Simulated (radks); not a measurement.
Charge is removed step by step from the 2s level of O, starting from [He] 2s2 2p4. Method: scalar-relativistic Kohn-Sham, BLYP, spin-unpolarised, spherical densities, finite nucleus; Fermi nuclear charge, rms radius 2.6991 fm; computed with a radial shooting solver on a logarithmic mesh with Libxc functionals.

[
 {"removed (e)": "0", "E - E(0) (eV)": "0.000", "eigenvalue (eV)": "-23.831", "E minus straight line (eV)": "0.000"},
 {"removed (e)": "0.1", "E - E(0) (eV)": "2.455", "eigenvalue (eV)": "-25.285", "E minus straight line (eV)": "-0.697"},
 {"removed (e)": "0.2", "E - E(0) (eV)": "5.058", "eigenvalue (eV)": "-26.771", "E minus straight line (eV)": "-1.246"},
 {"removed (e)": "0.3", "E - E(0) (eV)": "7.811", "eigenvalue (eV)": "-28.289", "E minus straight line (eV)": "-1.646"},
 {"removed (e)": "0.4", "E - E(0) (eV)": "10.717", "eigenvalue (eV)": "-29.836", "E minus straight line (eV)": "-1.892"},
 {"removed (e)": "0.5", "E - E(0) (eV)": "13.779", "eigenvalue (eV)": "-31.410", "E minus straight line (eV)": "-1.982"},
 {"removed (e)": "0.6", "E - E(0) (eV)": "16.999", "eigenvalue (eV)": "-33.011", "E minus straight line (eV)": "-1.913"},
 {"removed (e)": "0.7", "E - E(0) (eV)": "20.382", "eigenvalue (eV)": "-34.638", "E minus straight line (eV)": "-1.683"},
 {"removed (e)": "0.8", "E - E(0) (eV)": "23.928", "eigenvalue (eV)": "-36.289", "E minus straight line (eV)": "-1.289"},
 {"removed (e)": "0.9", "E - E(0) (eV)": "27.640", "eigenvalue (eV)": "-37.964", "E minus straight line (eV)": "-0.729"},
 {"removed (e)": "1", "E - E(0) (eV)": "31.521", "eigenvalue (eV)": "-39.662", "E minus straight line (eV)": "0.000"}
]

Removing the whole electron costs 31.521 eV by Delta-SCF, against 23.831 eV from minus the eigenvalue at the starting occupation. Slater's transition state (half an electron removed) gives 31.410 eV. Integrating minus the eigenvalue over the occupation (Janak's theorem) gives 31.522 eV. In this scalar-relativistic scheme the density is built from large components alone, so the theorem holds only approximately. The mean slope of the eigenvalue, de/dn, is 15.8 eV per electron.
